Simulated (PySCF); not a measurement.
C2H6Te. Atoms are numbered in the order given.

```xyz
9

C      1.5870     0.0000    -1.0854
Te     0.0000     0.0000     0.4026
C     -1.5870     0.0000    -1.0854
H      1.5125    -0.9031    -1.7048
H      2.5435     0.0000    -0.5455
H      1.5125     0.9031    -1.7048
H     -1.5125    -0.9031    -1.7048
H     -2.5435     0.0000    -0.5455
H     -1.5125     0.9031    -1.7048
```
Charge 0, spin multiplicity 1.

Geometry: B3LYP-D3(BJ)/def2-SVP. The def2 effective core potentials stand for the cores of Te; spin–orbit coupling is left out.

These are PBE0/def2-TZVPD (PySCF) values and carry that method's errors.

Symmetry labels are those of the subgroup C2v that the program uses (full group C2v).

Computed valence orbital energies around the gap with their symmetry:
```json
[
 {"orbital": "HOMO−7", "symmetry": "A1", "energy (eV)": "-15.74"},
 {"orbital": "HOMO−6", "symmetry": "A1", "energy (eV)": "-11.87"},
 {"orbital": "HOMO−5", "symmetry": "B2", "energy (eV)": "-11.85"},
 {"orbital": "HOMO−4", "symmetry": "B1", "energy (eV)": "-11.50"},
 {"orbital": "HOMO−3", "symmetry": "A2", "energy (eV)": "-11.45"},
 {"orbital": "HOMO−2", "symmetry": "B1", "energy (eV)": "-9.11"},
 {"orbital": "HOMO−1", "symmetry": "A1", "energy (eV)": "-8.24"},
 {"orbital": "HOMO", "symmetry": "B2", "energy (eV)": "-5.71"},
 {"orbital": "LUMO", "symmetry": "B1", "energy (eV)": "-0.69"},
 {"orbital": "LUMO+1", "symmetry": "A1", "energy (eV)": "-0.02"},
 {"orbital": "LUMO+2", "symmetry": "A1", "energy (eV)": "0.41"},
 {"orbital": "LUMO+3", "symmetry": "B2", "energy (eV)": "0.77"}
]
```
